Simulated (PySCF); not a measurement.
B3LYP has the VWN-RPA correlation part, as in Gaussian. 

```xyz
9

C      1.5123     0.0295    -0.2569
N      0.4649     0.5320     0.2290
C     -0.7439    -0.2674     0.2394
O     -1.8202     0.4645    -0.2964
H      1.5552    -0.9808    -0.6829
H      2.4320     0.6109    -0.2654
H     -0.9329    -0.5485     1.2837
H     -0.6605    -1.1782    -0.3650
H     -1.8069     1.3380     0.1144
```

Charge 0, multiplicity 1.

Give the Mulliken and meta-Löwdin atomic charges from B3LYP-D3(BJ)/def2-TZVP (PySCF).


| atom | Mulliken (e) | meta-Löwdin (e) |
|---|---|---|
| C1 | -0.15 | -0.07 |
| N2 | -0.19 | -0.24 |
| C3 | 0.12 | 0.11 |
| O4 | -0.45 | -0.53 |
| H5 | 0.08 | 0.09 |
| H6 | 0.12 | 0.12 |
| H7 | 0.09 | 0.10 |
| H8 | 0.07 | 0.09 |
| H9 | 0.30 | 0.34 |
